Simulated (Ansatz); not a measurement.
Consider the ligand exchange at a Ga–C bond: `[CH3][Ga]([Cl])[Cl]` + `O[SiH3]` → `[SiH3][O][Ga]([Cl])[Cl]` + CH₄.

Computed with Ansatz on PBE0-D4/def2-TZVP structures; ΔE is electronic, products minus reactants. CCSD(T)/CBS adds triple-zeta CCSD(T) − MP2 to the extrapolated MP2 energy (def2 sets, frozen cores). This one scheme is used for every species. DFT in def2-TZVPP. For Ga outer-core shells are correlated without core-valence functions, which leaves a few kJ/mol of doubt a bond. Scalar relativity is left out up to krypton. One conformer a species, not always the lowest.

`[CH3][Ga]([Cl])[Cl]`:

Cartesian coordinates in Å:
```
C -0.081 -0.531 -0.853
Ga 0.090 0.495 0.788
Cl -1.321 0.357 2.388
Cl 1.689 1.863 1.163
H 0.796 -0.392 -1.483
H -0.200 -1.589 -0.612
H -0.972 -0.203 -1.392
```

`O[SiH3]`:

```xyz
6

O    -1.007   -0.300    0.734
Si    0.382    0.074   -0.070
H    -1.820   -0.336    0.230
H     0.682   -0.917   -1.140
H     1.457    0.057    0.948
H     0.305    1.420   -0.702
```

`[SiH3][O][Ga]([Cl])[Cl]`:

Cartesian coordinates in Å:
```
Si -0.788 1.116 0.508
O -0.344 -0.038 -0.572
Ga 0.841 -1.320 -0.736
Cl 2.242 -1.688 0.807
Cl 0.839 -2.480 -2.496
H 0.255 1.299 1.552
H -2.062 0.717 1.159
H -0.983 2.394 -0.222
```

CH₄:

Z-matrix (Å, degrees):
```
C
H 1 1.090
H 1 1.090 2 109.5
H 1 1.090 2 109.5 3 -120.0
H 1 1.090 2 109.5 3 120.0
```

| level | ΔE (kcal/mol) |
| --- | --- |
| r2SCAN-D4 | -16.0 |
| B97M-V | -17.0 |
| PBE0-D4 | -14.4 |
| r2SCANh-D4 | -16.0 |
| ωB97M-V | -15.1 |
| PBE | -12.9 |
| RPA@PBE/def2-TZVPP | -17.1 |
| SCS-MP2/def2-QZVPP | -17.2 |

Question: What does CCSD(T)/CBS give? (Estimate.)

Answer: Ansatz gave: -15.4 kcal/mol. The listed levels differ from it by -0.6, -1.6, 1.0, -0.6, 0.3, 2.5, -1.7, -1.8 kcal/mol.

Largest T1 diagnostic among the species: 0.012.

In def2-TZVPP, CCSD(T) changes the Hartree–Fock value by +2.5 kcal/mol (the triples alone add +0.1 kcal/mol) and MP2 by +2.5 kcal/mol. From BLYP to BHLYP (50 % exact exchange), in def2-TZVPP and without D4, ΔE moves by −2.1 kcal/mol.
